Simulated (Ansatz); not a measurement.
`C[CH](C)[Sn][F]` + H₂O → `C[CH](C)[Sn][OH]` + H–F at 500 K and 1 bar (formal hydrolysis of the Sn–F bond).

Program: Ansatz. Geometries: PBE0-D4/def2-TZVP. ΔE: electronic, gas phase. CCSD(T)/CBS is the MP2 limit (def2-TZVPP, def2-QZVPP) plus CCSD(T) − MP2 in def2-TZVPP, frozen cores. This one scheme is used for every species. Elements past krypton have def2 core potentials. For Sn outer-core shells are correlated without core-valence functions, which leaves a few kJ/mol of doubt a bond. Each species was taken in one conformer, which may not be the lowest.

```
           species  CCSD(T)/CBS energy (Eh)  H − E (kJ/mol)  S (J/(mol·K))
 `C[CH](C)[Sn][F]`               -432.22802           295.0          439.2
               H₂O                -76.37941            73.2          206.3
`C[CH](C)[Sn][OH]`               -408.19675           328.2          450.9
               H–F               -100.39570            39.4          188.7
```

H − E and S are ideal-gas, rigid-rotor, harmonic terms from PBE0-D4/def2-TZVP, for one conformer and one mirror image of each species. 1 Eh = 2625.50 kJ/mol, R = 8.31446 J/(mol·K).

Q: By hand: ΔE, ΔH, ΔS and ΔG.

A: ΔE = (-408.19675) + (-100.39570) − (-432.22802) − (-76.37941) = 0.01498 Eh = 39.3 kJ/mol. Δ(H − E) = 328.2 + 39.4 − 295.0 − 73.2 = -0.6, so ΔH = 38.7 kJ/mol. ΔS = 450.9 + 188.7 − 439.2 − 206.3 = -5.9 J/(mol·K). ΔG = 38.7 − 500 × (-5.9)/1000 = 41.7 kJ/mol.

Q: By hand: the equilibrium constant, and the temperature at which ΔG would vanish if ΔH and ΔS stayed fixed.

A: log₁₀ K = −ΔG/(RT ln 10) = -4.4. ΔH and −TΔS have one sign here, so there is no such temperature. One of them is within its doubt of zero, so this could turn.

The number of gas molecules stays the same, so ΔS is small and ΔH decides. A doubt of 5 kJ/mol in ΔE shifts log₁₀ K by 0.5 here. Other conformers and mirror images would add mixing entropy, several J/(mol·K) or more a flexible species. Modes under 60 cm⁻¹, often nearly free rotors, make the harmonic entropy too high. These are equilibria of isolated gas molecules and say nothing of rates. Largest T1 diagnostic: 0.015 (customary marks: 0.02 for closed shells, 0.045 for open ones).
